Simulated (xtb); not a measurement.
xtb input (GFN2-xTB):

```bash
xtb mol.xyz --gfn 2 --sp --chrg 1 --uhf 0
```
mol.xyz:
```
7

N     -1.73898457    -0.07435175     0.10232285
B     -0.17316046    -0.01264005     0.00929877
Cl     0.64376823    -1.50731368    -0.01466345
Cl     0.49617550     1.55446671    -0.05246102
H     -2.09529251    -1.03416708     0.10807968
H     -2.07199696     0.39286790     0.95316704
H     -2.17305985     0.42336001    -0.68288450
```

End of the output:

```
         :::::::::::::::::::::::::::::::::::::::::::::::::::::
         ::                     SUMMARY                     ::
         :::::::::::::::::::::::::::::::::::::::::::::::::::::
         :: total energy             -14.402767796999 Eh    ::
         :: gradient norm              0.017913148396 Eh/a0 ::
         :: HOMO-LUMO gap              4.171361319729 eV    ::
         ::.................................................::
         :: SCC energy               -14.474174924361 Eh    ::
         :: -> isotropic ES            0.152702754565 Eh    ::
         :: -> anisotropic ES         -0.018294681076 Eh    ::
         :: -> anisotropic XC         -0.002208229526 Eh    ::
         :: -> dispersion             -0.003366204867 Eh    ::
         :: repulsion energy           0.071407127362 Eh    ::
         :: add. restraining           0.000000000000 Eh    ::
         :: total charge               1.000000000000 e     ::
         :::::::::::::::::::::::::::::::::::::::::::::::::::::

           -------------------------------------------------
          |                Property Printout                |
           -------------------------------------------------

    * Orbital Energies and Occupations

         #    Occupation            Energy/Eh            Energy/eV
      -------------------------------------------------------------
         1        2.0000           -1.2317263             -33.5170
         2        2.0000           -1.2315063             -33.5110
         3        2.0000           -0.8936709             -24.3180
         4        2.0000           -0.8064930             -21.9458
         5        2.0000           -0.8015575             -21.8115
         6        2.0000           -0.8004388             -21.7810
         7        2.0000           -0.7148093             -19.4510
         8        2.0000           -0.6781588             -18.4536
         9        2.0000           -0.6670595             -18.1516
        10        2.0000           -0.6264036             -17.0453
Note: The following floating-point exceptions are signalling: IEEE_UNDERFLOW_FLAG IEEE_DENORMAL
normal termination of xtb
        11        2.0000           -0.6219523             -16.9242
        12        2.0000           -0.6162741             -16.7697 (HOMO)
        13                         -0.4629794             -12.5983 (LUMO)
        14                         -0.2796283              -7.6091
        15                         -0.2442118              -6.6453
        16                         -0.2204511              -5.9988
        17                         -0.1828867              -4.9766
        18                         -0.1763593              -4.7990
        19                         -0.1753695              -4.7720
        20                         -0.1748760              -4.7586
        21                         -0.1740570              -4.7363
        22                         -0.1739151              -4.7325
        23                         -0.1735427              -4.7223
       ...                                ...                  ...
        29                          0.2400642               6.5325
      -------------------------------------------------------------
                  HL-Gap            0.1532947 Eh            4.1714 eV
             Fermi-level           -0.5396268 Eh          -14.6840 eV

     #   Z          covCN         q      C6AA      α(0)
     1   7 N        3.423    -0.241    26.268     7.612
     2   5 B        2.475     0.384    18.064     7.509
     3  17 Cl       0.874    -0.014    99.570    15.265
     4  17 Cl       0.875    -0.021    99.790    15.282
     5   1 H        0.859     0.295     0.728     1.336
     6   1 H        0.859     0.298     0.720     1.329
     7   1 H        0.859     0.298     0.721     1.330

 Mol. C6AA /au·bohr⁶  :       1014.317700
 Mol. C8AA /au·bohr⁸  :      35530.876661
 Mol. α(0) /au        :         49.663963

Wiberg/Mayer (AO) data.
largest (>0.10) Wiberg bond orders for each atom

 ---------------------------------------------------------------------------
     #   Z sym  total        # sym  WBO       # sym  WBO       # sym  WBO
 ---------------------------------------------------------------------------
     1   7 N    3.600 --     5 H    0.900     7 H    0.891     6 H    0.891
                             2 B    0.849
     2   5 B    3.493 --     3 Cl   1.319     4 Cl   1.311     1 N    0.849
     3  17 Cl   1.487 --     2 B    1.319     4 Cl   0.118
     4  17 Cl   1.476 --     2 B    1.311     3 Cl   0.118
     5   1 H    0.913 --     1 N    0.900
     6   1 H    0.911 --     1 N    0.891
     7   1 H    0.911 --     1 N    0.891
 ---------------------------------------------------------------------------

Topologies differ in total number of bonds
Writing topology from bond orders to xtbtopo.mol

molecular dipole:
                 x           y           z       tot (Debye)
 q only:       -2.928      -0.116       0.175
   full:       -2.512      -0.080       0.152       6.400
molecular quadrupole (traceless):
                xx          xy          yy          xz          yz          zz
 q only:       10.289       0.485      -5.351      -0.913      -0.023      -4.938
  q+dip:       11.274       0.429      -4.767      -1.066      -0.053      -6.506
   full:       10.850       0.437      -4.966      -1.006      -0.041      -5.885

           -------------------------------------------------
          | TOTAL ENERGY              -14.402767796999 Eh   |
          | GRADIENT NORM               0.017913148396 Eh/α |
          | HOMO-LUMO GAP               4.171361319729 eV   |
           -------------------------------------------------

------------------------------------------------------------------------
------------------------------------------------------------------------
 total:
 SCF:
```

It need not be the lowest isomer of its formula.
